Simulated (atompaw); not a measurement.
**What one change does to a pseudopotential (Te, PAW (atompaw))**

```
Element                 : tellurium (Te)
Generator               : atompaw 4.2.0.5
Type                    : PAW
Functional              : PBE
Relativity              : scalar-relativistic
Frozen core             : [Kr] 4d10
Valence charge          : 6
Reference configuration : 5s2 5p4
Partial waves           : 5s (bound): rc 2.35 bohr; 5s channel at -0.05 Ry: rc 1.75 bohr; 5p (bound): rc 2.35 bohr; 5p channel at 0.8 Ry: rc 2.35 bohr
Local potential         : bessel scheme, radius 1.80 bohr
Core correction         : smooth core density matched at 1.50 bohr
Augmentation charge     : sinc compensation charge, radius 2.15 bohr; PAW radius 2.35 bohr; waves and projectors: custom rrkj gramschmidtortho
```

All-electron outer shells of the reference configuration (PBE, scalar-relativistic, ld1.x):

```tsv
shell	level (eV)	outermost node (bohr)	outermost maximum (bohr)
4p	-114.41	0.38	0.74
4d	-41.65	0.36	0.81
5s	-15.11	0.91	1.80
5p	-5.95	1.00	2.17
```

Change: local potential bessel scheme, radius 1.30 bohr.

Cutoffs: the cutoffs (Ry, on a coarse ladder) from which the occupation-weighted sum of valence levels, in a spherical-Bessel basis at the reference potential, stays within 10 and 1 mRy of its value at 400 Ry; they do not see the model core or the augmentation charge, which bear on the density cutoff.

Task: What does the change do?

Result: The potential gets neither clearly harder nor softer (8 Ry and 15 Ry → 8 Ry and 15 Ry); a bound ghost appears in d, s, which as a rule spoils a file. A state that the projectors do not describe sees the local part alone, so a deeper or shallower local part can create or remove a ghost.

```tsv
quantity	base	changed
cutoff, loose	8 Ry	8 Ry
cutoff, tight	15 Ry	15 Ry
bound ghosts	none	s, d
s: phases at 2.36 bohr within 0.05 rad from the reference energy up to (Ry; the scan ends near 5)	4.2	3.8
p: phases at 2.36 bohr within 0.05 rad from the reference energy up to (Ry; the scan ends near 5)	4.9	4.4
lowest overlap eigenvalue by channel	s 0.05, p 0.56	s 0.09, p 0.49
```

 A true bound ghost makes a file unfit for plane-wave use even where its test errors are small: the radial tests pick states by their node count and pass the ghost by. The cutoffs see the waves, projectors and local potential, not the compensation charge or the core.
